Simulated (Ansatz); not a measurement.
```xyz
11

C    -0.102    1.890   -0.517
O     0.437    0.601   -0.403
V    -0.107   -0.896    0.302
O    -1.445   -0.647    1.060
O     1.143   -1.486    1.406
O    -0.440   -2.093   -0.968
H    -1.031    1.982    0.055
H    -0.307    2.107   -1.569
H     0.625    2.616   -0.142
H     0.933   -1.724    2.313
H     0.293   -2.349   -1.537
```

Total charge 0; spin multiplicity 1.

(1) List the PBE0/def2-TZVPP orbital energies in eV (Ansatz 0.2.0). (Best estimate.)

Results:

(1) The calculation gave: Occupied: -5366.94, -611.59, -523.43, -523.39, -523.09, -522.93, -515.48, -515.48, -515.42, -279.73, -75.28, -48.84, -48.45, -48.42, -28.37, -27.63, -27.43, -25.59, -19.25, -14.29, -14.01, -13.66, -13.17, -13.09, -11.26, -11.15, -10.74, -10.32, -10.15, -9.59, -9.49, -8.99, -8.62. Lowest empty: -2.17, -2.04, -0.99, -0.80, -0.17, 0.14, 1.57, 1.61.
